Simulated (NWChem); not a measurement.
Molecule: AlHIF; SMILES [F][AlH][I]

```xyz
4

Al     0.5580     1.5155     0.0000
F     -0.6671     2.6370     0.0000
H      2.0454     2.0141     0.0000
I     -0.0622    -0.8575     0.0000
```
Atoms are numbered in this order, from 1.

Computed with NWChem. Structure relaxed at the PBE0/def2-SVP level. def2 effective core potentials on I; no spin-orbit coupling. Ions are spin-unrestricted doublets at the neutral geometry; other ion states weren't tried. Functional: LC-ωPBE (HJS hole) with def2-SVP; rows give the range parameter ω in 1/bohr.

```tsv
range parameter (1/bohr)	vertical ionisation energy, ΔSCF (eV)	−ε(HOMO) (eV)	ΔSCF minus −ε(HOMO) (eV)
0.10	…	…	…
0.15	10.32	8.92	1.40
0.35	10.46	10.43	0.03
0.40	10.49	10.65	-0.16
0.50	10.55	10.97	-0.42
```

**Question.** Some entries are withheld; supply them.

**Answer.** 
- 0.10, vertical ionisation energy, ΔSCF (eV): 10.27
- 0.10, −ε(HOMO) (eV): 8.32
- 0.10, ΔSCF minus −ε(HOMO) (eV): 1.95
